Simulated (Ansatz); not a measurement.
`O[Si]1(Cl)BN1` + H–F → `F[Si]1(Cl)BN1` + H₂O at 500 K and 1 bar (ligand exchange at the Si–O bond).

Calculated with Ansatz (gas phase, PBE0-D4/def2-TZVP geometries, no zero-point term in ΔE). CBS: MP2 limit from def2 TZ/QZ plus the TZ coupled-cluster correction, frozen cores. This one scheme is used for every species. Each species was taken in one conformer, which may not be the lowest.

| species | CCSD(T)/CBS energy (Eh) | H − E (kJ/mol) | S (J/(mol·K)) |
| --- | --- | --- | --- |
| `O[Si]1(Cl)BN1` | -905.44476 | 160.3 | 386.4 |
| H–F | -100.39570 | 39.4 | 188.7 |
| `F[Si]1(Cl)BN1` | -929.47409 | 126.7 | 371.1 |
| H₂O | -76.37941 | 73.2 | 206.3 |

H − E and S are ideal-gas, rigid-rotor, harmonic terms from PBE0-D4/def2-TZVP, for one conformer and one mirror image of each species. 1 Eh = 2625.50 kJ/mol, R = 8.31446 J/(mol·K).

Q: By hand: ΔE, ΔH, ΔS and ΔG.

A: ΔE = (-929.47409) + (-76.37941) − (-905.44476) − (-100.39570) = -0.01304 Eh = -34.2 kJ/mol. Δ(H − E) = 126.7 + 73.2 − 160.3 − 39.4 = 0.2, so ΔH = -34.0 kJ/mol. ΔS = 371.1 + 206.3 − 386.4 − 188.7 = 2.3 J/(mol·K). ΔG = -34.0 − 500 × (2.3)/1000 = -35.1 kJ/mol.

Q: By hand: the equilibrium constant, and the temperature at which ΔG would vanish if ΔH and ΔS stayed fixed.

A: log₁₀ K = −ΔG/(RT ln 10) = 3.7. ΔH and −TΔS have one sign here, so there is no such temperature.

The number of gas molecules stays the same, so ΔS is small and ΔH decides. A doubt of 5 kJ/mol in ΔE shifts log₁₀ K by 0.5 here. Other conformers and mirror images would add mixing entropy, several J/(mol·K) or more a flexible species. These are equilibria of isolated gas molecules and say nothing of rates. Largest T1 diagnostic: 0.013 (customary marks: 0.02 for closed shells, 0.045 for open ones).

ΔS is within the doubt of such terms, so its sign, and with it that verdict, could turn.
